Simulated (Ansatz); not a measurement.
Two structures of CH₇GaO, singlet, reached by relaxing down either side of one saddle point (PBE0-D4/def2-TZVP). Energies are electronic, without zero-point energy. Computed with Ansatz 0.2.0 (basis: def2-TZVPP and def2-QZVPP); correlated methods freeze the cores. Filled d shells of the heavier atoms are correlated. The def2 sets are not built for correlating such inner shells, so the correlated values are less sure here. Extrapolation: Hartree–Fock as exp(−7.88 √X), correlation as X^−2.97. First:

| atom | x (Å) | y (Å) | z (Å) |
| --- | --- | --- | --- |
| Ga1 | -0.7630 | 0.4212 | -1.3273 |
| O2 | 0.8354 | 1.1098 | -1.7538 |
| H3 | -1.0690 | -1.0383 | -1.8040 |
| H4 | -1.6981 | 1.4117 | -0.5764 |
| H5 | 0.9407 | 0.1058 | 0.9175 |
| C6 | 0.2562 | -0.4775 | 1.5364 |
| H7 | 1.3995 | 0.5059 | -2.2404 |
| H8 | 0.8339 | -1.0162 | 2.2872 |
| H9 | -0.2840 | -1.2104 | 0.9321 |
| H10 | -0.4519 | 0.1878 | 2.0287 |

Second:

```xyz
10
angstrom
Ga -0.8286 -0.0284 -0.5420
O 1.0642 1.0044 -1.0446
H -0.6689 -1.0944 -1.7064
H -1.8304 1.1676 -0.7559
H 1.7166 0.7853 -0.3713
C -0.2804 -0.5390 1.2945
H 1.3940 0.6456 -1.8746
H 0.5874 -1.2042 1.3015
H -1.0958 -1.0746 1.7894
H -0.0583 0.3376 1.9092
```

Problem. Which bonds change from the first to the second?

Solution. GaH₃O ([OH][GaH2]) + CH₄ → CH₅Ga ([CH3][GaH2]) + H₂O (still joined by a long Ga–O bond); bonds formed: Ga1–C6, O2–H5; bonds broken: H5–C6; bonds weakened to dative contacts: Ga1–O2.

Problem. Give the saddle point's structure and its height above each. (An estimate is asked for; the value comes from the calculation.)

Solution. By the calculation: 34.25 kcal/mol above the first and 25.34 kcal/mol above the second (CCSD(T) at an estimated basis limit (MP2 extrapolated from triple and quadruple zeta, plus CCSD(T) − MP2 in triple zeta)).
```
10
angstrom
Ga -0.8073 0.1178 -0.8336
O 0.9901 0.9468 -0.9759
H -0.8702 -1.1906 -1.6880
H -1.9026 1.2071 -0.6365
H 0.7787 0.3316 0.0816
C 0.0865 -0.3433 1.1240
H 1.6047 0.4817 -1.5507
H 0.8585 -1.0958 1.3032
H -0.8635 -0.8780 1.2755
H 0.1250 0.4224 1.9003
```

T1 diagnostic: at most 0.014.

Labels in which every atom is bracketed show which atoms are joined, not bond orders.

For scale, one of the runs: CCSD(T)/def2-TZVPP, 208 basis functions, launched by `ansatz run in.yaml --threads 4 --pin off --events-out ev --progress --plain --max-ram 9574MiB`. Hardware: 4 CPU threads of an Arm Neoverse V1, shared host. Wall time 63 s; peak host memory 2.8 GiB.
